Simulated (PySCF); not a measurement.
Ga(H)(Cl)(NH2) (ClGaH₃N), SMILES [GaH]([NH2])[Cl].

The structure is a stationary point at PBE0-D3(BJ)/def2-TZVP. The values are those of a single conformer.

Level of theory: PBE0/def2-TZVPD run with PySCF.

The molecule is in vacuum.

The total energy is -2441.25560 hartree, the point group comes out as Cs and the highest occupied level is -7.79 eV. The lowest empty level is -0.80 eV, the orbital gap comes out as 6.99 eV and the dipole moment comes out as 2.55 D. The quadrupole, principal values (traceless, Buckingham form, about the centre of nuclear charge) is -1.83, -0.43, 2.25 D·Å, the mean static polarisability is 52.1 bohr³ (7.73 Å³) and the polarisability, principal values comes out as 42.1, 53.0, 61.3 bohr³.
